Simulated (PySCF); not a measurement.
Compound: CH8B3NS.
Atom-mapped SMILES: `[BH2:1][N:2]([BH2:3])[BH:4][S:5][CH3:6]` (hydrogens: H7, H8 on B1; H9, H10 on B3; H11 on B4; H12, H13, H14 on C6)

Computed, not measured: PBE0-D3(BJ)/def2-SVP geometry optimisation, gas phase in PySCF 2.14.0.

Task: List the bond lengths, angles and torsions at this level.

Result: 
| bond | length (Å) | order |
| --- | --- | --- |
| B1–N2, N2–B3 | 1.439 | single |
| N2–B4 | 1.458 | single |
| B4–S5 | 1.785 | single |
| S5–C6 | 1.817 | single |
| B1–H7 and 3 like bonds | 1.207 | single |
| B4–H11 | 1.207 | single |
| C6–H12, C6–H13, C6–H14 | 1.098 | single |

Bonds in one row agree within 0.01 Å and their mean is given. Orders are formal, as drawn. A selection of angles:
| angle | degrees |
| --- | --- |
| N2–B1–H7 | 119.0 |
| H7–B1–H8 | 121.3 |
| B1–N2–B3 | 119.2 |
| B1–N2–B4 | 118.8 |
| B3–N2–B4 | 122.0 |
| N2–B4–S5 | 121.9 |
| N2–B4–H11 | 119.6 |
| S5–B4–H11 | 118.5 |
| B4–S5–C6 | 101.8 |
| S5–C6–H12 | 107.0 |
| S5–C6–H13 | 110.9 |
| H12–C6–H13 | 109.0 |

Dihedral angles: B1–N2–B4–S5 179° (antiperiplanar); N2–B4–S5–C6 180° (antiperiplanar).

The 6 heavy atoms lie in one plane (0.009 Å rms). B4 (three-coordinate boron) is planar (angles 121.9°, 119.6° and 118.5°, sum 360.0°, 0.00 Å off the plane of its three neighbours). B1 (three-coordinate boron) is planar (angles 121.3°, 119.7° and 119.0°, sum 360.0°, 0.00 Å off the plane of its three neighbours). Of the pairs four or more bonds apart, S5···H9 is among the closest relative to their van der Waals radii: 2.70 Å, 90 % of the sum of Bondi's values. N2 (boron-bound nitrogen) is planar (angles 122.0°, 119.2° and 118.8°, sum 360.0°, 0.00 Å off the plane of its three neighbours). S5 (sulfur bonded to B and C) is bent (angle 101.8°).

Whether it is a minimum is left open (no frequencies). The numbers are those of one conformer.

The run took 53 s wall on Arm Neoverse N1, one thread, on a shared host, and the process peaked at 0.49 GiB of memory. This is the geometry optimisation.
